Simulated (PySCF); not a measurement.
C4H10O2Sb, charge +1, singlet, at a GFN2-xTB geometry (all electrons, no relativity). Base run: M06/3-21G run with PySCF.

The PySCF input:
```python
from pyscf import gto, scf, dft

mol = gto.M(
    atom='''
Sb   -0.209122    0.737031    0.261695
O    -0.551862   -1.135489    0.304901
C    -1.598000   -1.820024    0.975159
C    -2.542198   -0.920732    1.741652
H    -2.135283   -2.386386    0.206379
H    -1.112976   -2.539260    1.644330
H    -3.024994   -0.212935    1.062670
H    -3.312659   -1.516051    2.224994
H    -1.996704   -0.367879    2.510956
O     1.280426    0.507835   -0.842181
C     1.836769   -0.689854   -1.387277
C     2.904202   -0.296771   -2.389438
H     2.265658   -1.283221   -0.571248
H     1.046081   -1.285148   -1.857997
H     3.675859    0.297536   -1.908882
H     3.355771   -1.194533   -2.801860
H     2.471324    0.284819   -3.198099
''',
    basis='3-21g',
    charge=1,
    spin=0,
    verbose=4,
)

mf = dft.RKS(mol)
mf.xc = 'm06'
mf.kernel()
```

Variants of this job, named by their change:

| change | ΔE vs base (mEh) | grid points | electrons on the grid | outcome |
|---|---|---|---|---|
| base | 0.000 | 204680 | 99.99997 | converged |
| grids.becke_scheme = stratmann | 0.000 | 204680 | 99.99997 | converged |
| grids.prune = off | 0.001 | 328136 | 99.99997 | converged |
| grids.prune = dft.gen_grid.treutler_prune | -0.251 | 178864 | 99.99997 | converged |
| grids.atom_grid = (75, 302) | 3.436 | 246312 | 99.99996 | converged |
| grids.level = 4 | -0.076 | 360160 | 100.00000 | converged |
| grids.level = 2 | -2.646 | 135016 | 99.99996 | converged |
| grids.atom_grid = (150, 974) | -0.136 | 1370344 | 100.00000 | converged |
| grids.level = 5 | -0.128 | 540272 | 100.00000 | converged |
| grids.atom_grid = (50, 194) | -38.403 | 111840 | 99.99986 | converged |
| grids.prune = dft.gen_grid.sg1_prune | - | - | - | input refused |

- grids.prune = dft.gen_grid.sg1_prune: ended with `IndexError: index 51 is out of bounds for axis 0 with size 19`
